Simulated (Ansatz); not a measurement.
Consider the formal exchange of groups at the Si–F bond: `F[SiH](Cl)S[SiH2]Cl` + ethane → `C[SiH](Cl)S[SiH2]Cl` + fluoromethane.

Calculated with Ansatz (gas phase, PBE0-D4/def2-TZVP geometries, no zero-point term in ΔE). CCSD(T)/CBS is the MP2 limit (def2-TZVPP, def2-QZVPP) plus CCSD(T) − MP2 in def2-TZVPP, frozen cores. This one scheme is used for every species. Functionals use def2-TZVPP. B3LYP here is the variant with VWN-RPA as its local correlation; programs differ in this. Each species was taken in one conformer, which may not be the lowest.

`F[SiH](Cl)S[SiH2]Cl`:

Cartesian coordinates in Å:
```
F -1.698 0.441 -0.948
Si -0.855 1.402 -0.004
Cl 0.373 2.487 -1.202
S 0.201 0.264 1.431
Si 0.738 -1.459 0.288
Cl 2.061 -1.019 -1.208
H -1.768 2.314 0.703
H -0.450 -2.080 -0.327
H 1.398 -2.349 1.266
```

`CC`:

Cartesian coordinates in Å:
```
C 0.715 0.234 0.106
C -0.715 -0.234 -0.106
H 1.185 0.519 -0.838
H 0.756 1.102 0.768
H 1.329 -0.551 0.555
H -1.185 -0.519 0.838
H -0.756 -1.102 -0.768
H -1.329 0.551 -0.554
```

`C[SiH](Cl)S[SiH2]Cl`:

Z-matrix (Å, degrees):
```
C
Si 1 1.852
H 1 1.092 2 110.0
H 1 1.093 2 110.1 3 -119.7
H 1 1.092 2 110.7 3 120.1
Cl 2 2.059 1 110.0 3 -60.3
S 2 2.138 1 107.0 3 179.4
H 2 1.478 1 112.9 3 58.1
Si 7 2.125 2 101.4 1 170.9
Cl 9 2.052 7 112.2 2 54.8
H 9 1.476 7 111.7 2 -65.4
H 9 1.478 7 105.4 2 172.9
```

`CF`:

Cartesian coordinates in Å:
```
C -0.013 -0.021 -0.056
F 0.278 0.445 1.206
H -0.548 0.755 -0.608
H -0.636 -0.914 0.028
H 0.919 -0.265 -0.570
```

```
             level  ΔE (kJ/mol)  difference from CCSD(T)/CBS
          B3LYP-D4        171.6                         -5.8
           ωB97M-V        173.3                         -4.1
               PBE        166.9                        -10.5
            r2SCAN        175.8                         -1.6
             B3LYP        176.0                         -1.4
     HF/def2-TZVPP        181.3                          3.9
    MP2/def2-TZVPP        180.8                          3.4
   CCSD/def2-TZVPP        177.5                          0.1
SCS-MP2/def2-QZVPP        181.3                          3.9
    CCSD/CBS(def2)        179.2                          1.8
       CCSD(T)/CBS        177.4                            0
```

Largest T1 diagnostic among the species: 0.011.

The D4 term adds −4.5 kJ/mol with B3LYP and −2.6 kJ/mol with PBE0; it sums over pairs of atoms, weighted by their polarisabilities, and B3LYP, whose exchange is more repulsive, gets the larger term. From PBE to PBE0 (25 % exact exchange), in def2-TZVPP and without D4, ΔE moves by +3.2 kJ/mol.
